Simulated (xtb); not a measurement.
BI3, triplet, from a rough starting geometry (a higher spin typed on purpose: for a closed-shell molecule this is an excited state); GFN2-xTB run with xtb 6.7.1.

xtb was given this input:
```
$ xtb mol.xyz --gfn 2 --uhf 2 --opt vtight --json

# file mol.xyz
4

B     -0.01709882     0.02959422    -0.01013673
I      1.98539677    -0.35041348    -0.57226063
I     -0.74793692    -0.87299471     1.78297392
I     -1.30689285     1.26596238    -1.18239887
```

The log (banner, timings and long lists left out):

```
   ID    Z sym.   atoms
    1    5 B      1
    2   53 I      2-4

           -------------------------------------------------
          |                Calculation Setup                |
           -------------------------------------------------

           -------------------------------------------------
          |                 G F N 2 - x T B                 |
           -------------------------------------------------

          ...................................................
          :                      SETUP                      :
          :.................................................:
          :  # basis functions                  34          :
          :  # atomic orbitals                  31          :
          :  # shells                           11          :
          :  # electrons                        24          :
          :  max. iterations                   250          :
          :  Hamiltonian                  GFN2-xTB          :
          :  restarted?                      false          :
          :  GBSA solvation                  false          :
          :  PC potential                    false          :
          :  electronic temp.          300.0000000     K    :
          :  accuracy                    1.0000000          :
          :  -> integral cutoff          0.2500000E+02      :
          :  -> integral neglect         0.1000000E-07      :
          :  -> SCF convergence          0.1000000E-05 Eh   :
          :  -> wf. convergence          0.1000000E-03 e    :
          :  Broyden damping             0.4000000          :
          :  net charge                          0          :
          :  unpaired electrons                  2          :
          ...................................................

 iter      E             dE          RMSdq      gap      omega  full diag
   1    -12.4322643 -0.124323E+02  0.124E+01    2.47       0.0  T
   2    -12.4621107 -0.298464E-01  0.139E+01    4.23       1.0  T
   3    -12.5792996 -0.117189E+00  0.957E+00    3.29       1.0  T
   4    -12.5913429 -0.120434E-01  0.730E+00    2.81       1.0  T
   5    -12.5464425  0.449004E-01  0.919E+00    2.87       1.0  T
   6    -12.5733857 -0.269432E-01  0.737E+00    2.85       1.0  T
   7    -12.5944710 -0.210853E-01  0.603E+00    2.80       1.0  T
   8    -12.6269299 -0.324589E-01  0.211E+00    2.69       1.0  T
   9    -12.6273696 -0.439694E-03  0.215E+00    2.60       1.0  T
  10    -12.5861727  0.411970E-01  0.715E+00    2.56       1.0  T
  11    -12.5872065 -0.103388E-02  0.703E+00    2.55       1.0  T
  12    -12.6104627 -0.232562E-01  0.463E+00    2.57       1.0  T
  13    -12.6294004 -0.189376E-01  0.139E+00    2.58       1.0  T
  14    -12.6267238  0.267654E-02  0.221E+00    2.57       1.0  T
  15    -12.6308241 -0.410032E-02  0.684E-01    2.57       1.0  T
  16    -12.6311322 -0.308066E-03  0.337E-01    2.57       1.0  T
  17    -12.6310814  0.507972E-04  0.426E-01    2.58       1.0  T
  18    -12.6312019 -0.120504E-03  0.106E-01    2.58       1.0  T
  19    -12.6312061 -0.418106E-05  0.623E-02    2.58       1.0  T
  20    -12.6312007  0.544027E-05  0.981E-02    2.58       1.0  T
  21    -12.6312024 -0.170449E-05  0.932E-02    2.58       1.0  T
  22    -12.6312044 -0.200815E-05  0.810E-02    2.58       1.0  T
  23    -12.6312075 -0.311701E-05  0.538E-02    2.58       1.0  T
  24    -12.6312093 -0.179788E-05  0.236E-02    2.58       2.1  T
  25    -12.6312097 -0.407189E-06  0.109E-02    2.58       4.6  T
  26    -12.6312098 -0.816906E-07  0.287E-03    2.58      17.4  T
  27    -12.6312098  0.983241E-08  0.333E-03    2.58      15.0  T
  28    -12.6312098  0.736996E-08  0.486E-03    2.58      10.3  T
  29    -12.6312098 -0.163709E-07  0.167E-03    2.58      29.9  T
  30    -12.6312098 -0.214945E-08  0.240E-04    2.58     208.3  T
  31    -12.6312098 -0.556479E-10  0.624E-05    2.58     801.4  T

   *** convergence criteria satisfied after 31 iterations ***

 transition dipole moment (au) for excitation:          12          13
     X       Y       Z
  -0.0001  -0.0001   0.0001  total (au/Debye):    0.000   0.001
 dE (eV)             :    4.515
 oscillator strength :  0.68994E-08

         :::::::::::::::::::::::::::::::::::::::::::::::::::::
         ::                     SUMMARY                     ::
         :::::::::::::::::::::::::::::::::::::::::::::::::::::
         :: total energy             -12.606817785037 Eh    ::
         :: gradient norm              0.030043517102 Eh/a0 ::
         :: HOMO-LUMO gap              2.584294214039 eV    ::
         ::.................................................::
         :: SCC energy               -12.631209112455 Eh    ::
         :: -> isotropic ES            0.030926236905 Eh    ::
         :: -> anisotropic ES          0.002869507212 Eh    ::
         :: -> anisotropic XC         -0.005805825651 Eh    ::
         :: -> dispersion             -0.005075987395 Eh    ::
         :: repulsion energy           0.024391327418 Eh    ::
         :: add. restraining           0.000000000000 Eh    ::
         :: total charge               0.000000000758 e     ::
         :::::::::::::::::::::::::::::::::::::::::::::::::::::

      -----------------------------------------------------------
     |                   =====================                   |
     |                        A N C O P T                        |
     |                   =====================                   |
     |               Approximate Normal Coordinate               |
     |                Rational Function Optimizer                |
      -----------------------------------------------------------
      -----------------------------------------------------------
     |                   =====================                   |
     |                        A N C O P T                        |
     |                   =====================                   |
[...]
 * total energy  :   -12.6068178 Eh     change        0.2010836E-11 Eh
 * total energy  :   -12.6088187 Eh     change       -0.2000930E-02 Eh
 * total energy  :   -12.6092699 Eh     change       -0.4511523E-03 Eh
 * total energy  :   -12.6092799 Eh     change       -0.1003015E-04 Eh
 * total energy  :   -12.6092836 Eh     change       -0.3678611E-05 Eh
 * total energy  :   -12.6092836 Eh     change       -0.7769914E-08 Eh
   *** GEOMETRY OPTIMIZATION CONVERGED AFTER 6 ITERATIONS ***
[...]
   1    -12.6259629 -0.126260E+02  0.269E-04    2.27       0.0  T
   2    -12.6259629  0.102121E-07  0.293E-03    2.27      17.1  T
   3    -12.6259629 -0.102784E-07  0.114E-04    2.27     440.2  T
   4    -12.6259629 -0.114646E-10  0.430E-05    2.27    1162.9  T

   *** convergence criteria satisfied after 4 iterations ***

 transition dipole moment (au) for excitation:          12          13
     X       Y       Z
  -0.0000   0.0000   0.0000  total (au/Debye):    0.000   0.000
 dE (eV)             :    4.350
 oscillator strength :  0.38866E-13

         :::::::::::::::::::::::::::::::::::::::::::::::::::::
         ::                     SUMMARY                     ::
         :::::::::::::::::::::::::::::::::::::::::::::::::::::
         :: total energy             -12.609283583768 Eh    ::
         :: gradient norm              0.000409305143 Eh/a0 ::
         :: HOMO-LUMO gap              2.267981300753 eV    ::
         ::.................................................::
         :: SCC energy               -12.625962074764 Eh    ::
         :: -> isotropic ES            0.029802378831 Eh    ::
         :: -> anisotropic ES          0.002120650130 Eh    ::
         :: -> anisotropic XC         -0.004147111279 Eh    ::
         :: -> dispersion             -0.005029269908 Eh    ::
         :: repulsion energy           0.016678490996 Eh    ::
         :: add. restraining           0.000000000000 Eh    ::
         :: total charge              -0.000000000000 e     ::
         :::::::::::::::::::::::::::::::::::::::::::::::::::::

           -------------------------------------------------
          |                Property Printout                |
           -------------------------------------------------

    * Orbital Energies and Occupations

         #    Occupation            Energy/Eh            Energy/eV
      -------------------------------------------------------------
         1        2.0000           -0.7690917             -20.9280
         2        2.0000           -0.7690855             -20.9279
         3        2.0000           -0.7559158             -20.5695
         4        2.0000           -0.5317717             -14.4702
         5        2.0000           -0.4860194             -13.2253
         6        2.0000           -0.4860138             -13.2251
         7        2.0000           -0.4613162             -12.5531
         8        1.9735           -0.4421067             -12.0303
         9        1.9732           -0.4420967             -12.0301
        10        1.9111           -0.4408946             -11.9974
        11        1.9110           -0.4408935             -11.9973
        12        1.2312           -0.4375424             -11.9061
        13        1.0000           -0.2776652              -7.5557 (HOMO)
        14                         -0.1943184              -5.2877 (LUMO)
        15                         -0.1445392              -3.9331
        16                         -0.1445276              -3.9328
        17                         -0.0286972              -0.7809
        18                         -0.0286867              -0.7806
        19                         -0.0244350              -0.6649
        20                         -0.0179706              -0.4890
        21                         -0.0179701              -0.4890
        22                         -0.0097454              -0.2652
        23                         -0.0036432              -0.0991
        24                         -0.0036393              -0.0990
       ...                                ...                  ...
        31                          0.7419879              20.1905
      -------------------------------------------------------------
                  HL-Gap            0.0833468 Eh            2.2680 eV
             Fermi-level           -0.3373378 Eh           -9.1794 eV

     #   Z          covCN         q      C6AA      α(0)
     1   5 B        2.649     0.220    18.332     7.217
     2  53 I        1.311    -0.073   377.348    33.533
     3  53 I        1.311    -0.073   377.346    33.533
     4  53 I        1.311    -0.073   377.348    33.533

 Mol. C6AA /au·bohr⁶  :       3913.176145
 Mol. C8AA /au·bohr⁸  :     342833.859309
 Mol. α(0) /au        :        107.816134

Wiberg/Mayer (AO) data.
largest (>0.10) Wiberg bond orders for each atom

 ---------------------------------------------------------------------------
     #   Z sym  total        # sym  WBO       # sym  WBO       # sym  WBO
 ---------------------------------------------------------------------------
     1   5 B    2.806 --     3 I    0.935     4 I    0.935     2 I    0.935
     2  53 I    1.197 --     1 B    0.935     3 I    0.131     4 I    0.131
     3  53 I    1.198 --     1 B    0.935     2 I    0.131     4 I    0.131
     4  53 I    1.197 --     1 B    0.935     3 I    0.131     2 I    0.131
 ---------------------------------------------------------------------------

Topologies differ in total number of bonds
Writing topology from bond orders to xtbtopo.mol

molecular dipole:
                 x           y           z       tot (Debye)
 q only:        0.001       0.001       0.001
   full:       -0.000      -0.001      -0.001       0.003
molecular quadrupole (traceless):
                xx          xy          yy          xz          yz          zz
 q only:       -0.689       0.665       0.860       0.432       1.169      -0.172
  q+dip:       -3.089       2.983       3.862       1.943       5.249      -0.773
   full:       -2.314       2.235       2.893       1.455       3.931      -0.579

optimized geometry written to: xtbopt.xyz

           -------------------------------------------------
          | TOTAL ENERGY              -12.609283583768 Eh   |
          | GRADIENT NORM               0.000409305143 Eh/α |
          | HOMO-LUMO GAP               2.267981300753 eV   |
           -------------------------------------------------

normal termination of xtb
```
